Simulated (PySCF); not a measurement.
Molfile (atoms numbered from 1):
```
C9H12Si
     RDKit          3D

 22 23  0  0  0  0  0  0  0  0999 V2000
    3.1317   -0.4733    0.2028 C   0  0  0  0  0  0  0  0  0  0  0  0
    2.0963   -1.3800    0.3588 C   0  0  0  0  0  0  0  0  0  0  0  0
    0.7841   -0.9656    0.2278 C   0  0  0  0  0  0  0  0  0  0  0  0
    0.4821    0.3613   -0.0617 C   0  0  0  0  0  0  0  0  0  0  0  0
   -0.9415    0.8037   -0.2007 C   0  0  0  0  0  0  0  0  0  0  0  0
   -1.7987    0.4827    1.0534 C   0  0  0  0  0  0  0  0  0  0  0  0
   -2.9334   -0.6796    0.0505 Si  0  0  0  0  0  4  0  0  0  0  0  0
   -1.7281   -0.0052   -1.2672 C   0  0  0  0  0  0  0  0  0  0  0  0
    1.5294    1.2608   -0.2164 C   0  0  0  0  0  0  0  0  0  0  0  0
    2.8442    0.8489   -0.0852 C   0  0  0  0  0  0  0  0  0  0  0  0
    4.1575   -0.7967    0.3029 H   0  0  0  0  0  0  0  0  0  0  0  0
    2.3151   -2.4146    0.5820 H   0  0  0  0  0  0  0  0  0  0  0  0
   -0.0192   -1.6789    0.3493 H   0  0  0  0  0  0  0  0  0  0  0  0
   -0.9606    1.8725   -0.4265 H   0  0  0  0  0  0  0  0  0  0  0  0
   -2.2745    1.3711    1.4634 H   0  0  0  0  0  0  0  0  0  0  0  0
   -1.2156    0.0335    1.8550 H   0  0  0  0  0  0  0  0  0  0  0  0
   -4.3336   -0.2755   -0.0787 H   0  0  0  0  0  0  0  0  0  0  0  0
   -2.8301   -2.1080    0.3552 H   0  0  0  0  0  0  0  0  0  0  0  0
   -1.1055   -0.7319   -1.7849 H   0  0  0  0  0  0  0  0  0  0  0  0
   -2.1694    0.6365   -2.0272 H   0  0  0  0  0  0  0  0  0  0  0  0
    1.3130    2.2958   -0.4432 H   0  0  0  0  0  0  0  0  0  0  0  0
    3.6465    1.5618   -0.2102 H   0  0  0  0  0  0  0  0  0  0  0  0
  1  2  2  0
  2  3  1  0
  3  4  2  0
  4  5  1  0
  5  6  1  0
  6  7  1  0
  7  8  1  0
  4  9  1  0
  9 10  2  0
 10  1  1  0
  8  5  1  0
  1 11  1  0
  2 12  1  0
  3 13  1  0
  5 14  1  0
  6 15  1  0
  6 16  1  0
  7 17  1  0
  7 18  1  0
  8 19  1  0
  8 20  1  0
  9 21  1  0
 10 22  1  0
M  END
```

[PySCF 2.14.0 with density-fitted response routines: NMR shieldings at PBE0/pcSseg-1/GIAO; GFN2-xTB geometry; rapidly exchanging positions averaged; gas phase; non-relativistic; one conformer]

Question: List the cross peaks expected in HSQC, COSY and HMBC spectra.

Answer: 

HSQC (one-bond C–H):
| δH | δC |
| --- | --- |
| 7.65 (H13/H21) | 131.6 (C3/C9) |
| 7.64 (H12/H22) | 134.1 (C2/C10) |
| 7.48 (H11) | 131.1 (C1) |
| 3.52 (H14) | 42.8 (C5) |
| 2.22 (H15/H20) | 21.1 (C6/C8) |
| 1.51 (H16/H19) | 21.1 (C6/C8) |

COSY cross peaks (H two or three bonds apart, from the bond graph; peaks can be absent where the dihedral angle is near 90°):
| δH | δH |
| --- | --- |
| 7.65 (H13/H21) | 7.64 (H12/H22) |
| 7.64 (H12/H22) | 7.48 (H11) |
| 5.08 (H18) | 4.90 (H17) |
| 5.08 (H18) | 2.22 (H15/H20) |
| 5.08 (H18) | 1.51 (H16/H19) |
| 4.90 (H17) | 2.22 (H15/H20) |
| 4.90 (H17) | 1.51 (H16/H19) |
| 3.52 (H14) | 2.22 (H15/H20) |
| 3.52 (H14) | 1.51 (H16/H19) |
| 2.22 (H15/H20) | 1.51 (H16/H19) |

HMBC (two and three bonds, from the bond graph):
| δH | δC |
| --- | --- |
| 7.65 (H13/H21) | 160.2 (C4), 134.1 (C2/C10), 131.6 (C3/C9), 131.1 (C1), 42.8 (C5) |
| 7.64 (H12/H22) | 160.2 (C4), 134.1 (C2/C10), 131.6 (C3/C9), 131.1 (C1) |
| 7.48 (H11) | 134.1 (C2/C10), 131.6 (C3/C9) |
| 5.08 (H18) | 42.8 (C5), 21.1 (C6/C8) |
| 4.90 (H17) | 42.8 (C5), 21.1 (C6/C8) |
| 3.52 (H14) | 160.2 (C4), 131.6 (C3/C9), 21.1 (C6/C8) |
| 2.22 (H15/H20) | 160.2 (C4), 42.8 (C5), 21.1 (C6/C8) |
| 1.51 (H16/H19) | 160.2 (C4), 42.8 (C5), 21.1 (C6/C8) |

Referencing at the same level of theory: $^{1}$H (σ = 31.72 ppm), $^{13}$C (σ = 186.93 ppm) against TMS.

Short H···H contacts in this conformer between protons four or more bonds apart (candidates for NOE cross peaks, intensity ∝ r⁻⁶): H14···H21 2.31 Å, H13···H16 2.57 Å.

Shifts are as computed. Against solution values, carbons near 30 ppm lie about +3 ppm off and those near 130 ppm about +5 ppm. Of 1211 compounds with measured shifts, 218 miss one by over three times the rms of a fit or turn the order of signals round; such compounds aren't used in these exercises.
